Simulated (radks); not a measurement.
Values are calculated unless marked as measured or tabulated.
Q: These are the eigenvalues of the occupied orbitals of an atom or ion with whole-number occupations (hartree). Code: a radial shooting solver on a logarithmic mesh with Libxc functionals. Model: scalar-relativistic Kohn-Sham, PBEsol, spin-polarised, spherical densities, point nucleus.

| orbital | eigenvalue |
|---|---|
| 1s up | -772.3856 |
| 1s down | -772.3681 |
| 2s up | -115.2658 |
| 2s down | -115.2550 |
| 2p up | -103.8127 |
| 2p down | -103.7962 |
| 3s up | -24.79158 |
| 3s down | -24.77211 |
| 3p up | -21.02939 |
| 3p down | -21.00739 |
| 3d up | -14.94800 |
| 3d down | -14.92487 |
| 4s up | -7.93647 |
| 4s down | -7.81049 |
| 4p up | -6.79148 |
| 4p down | -6.66651 |

Which element is it, and in what charge state? The configuration may be excited. Open shells, if any, are filled with parallel spins first.

A: Z = 43, technetium, charge +9: Tc9+ in [Ar] 3d10 4s2 4p4. The list shows which subshells hold electrons but not how many an open one holds; the 1s level, -772.39 hartree, gives Z - s = 39.3 by -(Z - s)^2/2, which with screening and relativity narrows Z to a few neighbours, and the depths of the outer levels then fix element, charge and occupations together.
